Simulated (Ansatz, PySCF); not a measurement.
Ways to break one bond of [H]/[C-]=[O+]/[H] (CH2O):

A. [H]/[C-]=[O+]/[H] (CH2O) -> [CH-]=[O+] (CHO) + H atom
B. [H]/[C-]=[O+]/[H] (CH2O) -> [C-]=[OH+] (CHO) + H atom

Quantity: bond dissociation energy (enthalpy at 298 K, with B3LYP-D3(BJ) rigid-rotor harmonic-oscillator terms from PySCF), kcal/mol. Each molecule is optimised on its own at B3LYP-D3(BJ)/def2-TZVP (Ansatz, a program for electronic structure). Unstable Hartree-Fock reference: [H]/[C-]=[O+]/[H] (CH2O). Correlated levels leave the core frozen unless marked. UHF or UKS for open shells. Spin-orbit coupling is left out. No relativistic terms. CBS(X,Y): correlation extrapolated as X^-3; Hartree-Fock from the larger set.

|  | HF/aug-cc-pVQZ (Ansatz) | RI-MP2/aug-cc-pVTZ (Ansatz) | SCS-MP2/def2-SVPD (Ansatz) | CCSD(T)/CBS(aug-cc-pVTZ,aug-cc-pVQZ) (Ansatz) |
|---|---|---|---|---|
| A | 19.8 | 30.4 | 29.6 | 36.6 |
| B | 52.3 | 75.7 | 75.4 | 78.2 |
